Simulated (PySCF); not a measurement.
A ladder for the ionisation energy of Pr

Pr [Xe] 4f3 6s2 (high-spin determinant) → Pr⁺ [Xe] 4f3 6s1 (high-spin determinant). Scalar values calculated with PySCF 2.14 in ANO-RCC-VTZP (spin-free X2C; valence: [Kr] 4d10 frozen; valence and next inner shell: [Ar] 3d10 frozen). The spin-orbit shift comes from two-component X2C-1e calculations (generalised Hartree-Fock, GHF, and MP2 on its spinors, GMP2) in x2c-TZVPall-2c with one added diffuse shell each of s, p, d, f type: GMP2 gives 5.369 eV without and 5.370 eV with screened spin-orbit coupling, a shift of 0.001 eV (GHF: 0.001 eV). Sums use unrounded values; where a UHF row is shifted, it takes the GHF shift.

```tsv
method	scalar (eV)	plus spin-orbit shift (eV)	error (eV)
UHF	4.447	4.448	-1.022
LDA	5.618	5.619	0.148
PBE	5.414	5.415	-0.055
PBE0	5.318	5.319	-0.151
r2SCAN	5.096	5.097	-0.373
MP2 (valence)	5.324	5.325	-0.146
SCS-MP2 (valence)	5.375	5.376	-0.095
MP2 (valence and next inner shell)	5.364	5.365	-0.105
SCS-MP2 (valence and next inner shell)	5.399	5.400	-0.071
CCSD (valence)	5.305	5.306	-0.164
CCSD(T) (valence)	5.411	5.412	-0.058
```

Reference: 5.470 eV (semi-empirical (NIST evaluation); NIST Atomic Spectra Database, ionization energies).

The errors of the correlated levels include the incompleteness of the basis and the frozen core, so a lower level can come closer by cancellation.

Both determinants mix LS terms of the configuration, so the numbers do not refer to single terms; with the open shell unchanged, much of this cancels in the difference.
